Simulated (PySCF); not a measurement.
Geometry (Å), atoms numbered from 1 in this order:
```xyz
15

N    -2.593    0.171   -0.060
C    -1.219    0.039   -0.057
C    -0.397    1.154    0.116
C     0.974    1.017    0.196
C     1.553   -0.241    0.101
S     3.310   -0.468    0.191
C     0.747   -1.358   -0.073
C    -0.623   -1.219   -0.151
H    -2.955    1.086   -0.274
H    -3.115   -0.591   -0.460
H    -0.841    2.136    0.189
H     1.592    1.893    0.332
H     3.608    0.818    0.361
H     1.199   -2.335   -0.150
H    -1.243   -2.093   -0.285
```

Geometry: GFN2-xTB; GIAO shifts from PySCF, gas phase, non-relativistic, averaged over equivalent atoms.

At PBE0/pcSseg-1 (178 basis functions, of the order of 90 core-seconds):
| atoms | δ (ppm) |
| --- | --- |
| N1 | 74.5 |
| C2 | 148.7 |
| C4/C7 | 132.0 |
| C5 | 127.4 |
| C3/C8 | 117.6 |
| H12/H14 | 7.07 |
| H11/H15 | 6.59 |
| H13 | 3.30 |
| H9/H10 | 3.24 |

δ = σ(ref) − σ, references computed at the same level: NH3 for 15N (σ = 267.73 ppm); 13C (σ = 186.93 ppm) and 1H (σ = 31.72 ppm) against TMS.

Question: Estimate the result of repeating the calculation with PBE0/IGLO-II.

Answer: 
```tsv
atoms	δ at PBE0/IGLO-II	change
N1	71.4	-3.1
C2	147.7	-1.0
C4/C7	130.9	-1.1
C5	128.0	+0.6
C3/C8	116.8	-0.8
H12/H14	7.03	-0.04
H11/H15	6.55	-0.04
H13	3.36	+0.06
H9/H10	3.16	-0.08
```

Scale: 15N (σref 267.14) against NH3; TMS for 13C (σref 189.02) and 1H (σref 32.10) (reference shieldings calculated alike).

The largest change is at N1 (aniline-type nitrogen). Cost: 231 basis functions, 24 s wall time on 1 thread of an Arm Neoverse V2, shared host. The order of the carbon signals is the same at both levels.

Experimental scales use liquid or dissolved standards, which lie at an offset from isolated NH3 (liquid NH3: subtract about 20 ppm).
